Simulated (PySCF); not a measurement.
## How methods differ on the excitation energy of Ar²⁺

Ar²⁺ [Ne] 3s2 3p4 (3P) → Ar²⁺ [Ne] 3s2 3p3 4s1 (5S), as a difference of total energies. All numbers are calculated (PySCF 2.14, scalar relativity by spin-free X2C-1e, in aug-cc-pCVTZ-DK (8s7p5d3f, 75 functions)). Correlated levels: valence and next inner shell: 1s2 frozen. The calculations carry no spin-orbit coupling.

```json
{"method": "UHF", "excitation energy (eV)": "20.865"}
{"method": "MP2 (valence and next inner shell)", "excitation energy (eV)": "21.214"}
{"method": "SCS-MP2 (valence and next inner shell)", "excitation energy (eV)": "21.457"}
{"method": "CCSD (valence and next inner shell)", "excitation energy (eV)": "21.353"}
{"method": "CCSD(T) (valence and next inner shell)", "excitation energy (eV)": "21.341"}
```

Q: How much does correlation contribute at CCSD(T) (valence and next inner shell)?

A: 21.341 − (20.865) = 0.476 eV, measured against UHF.

A first-order spin-orbit estimate (lowest level to lowest level, LS coupling) adds 0.063 eV.

The promoted electron is Rydberg-like, and one or two diffuse shells describe it only roughly, which tends to raise the upper state.
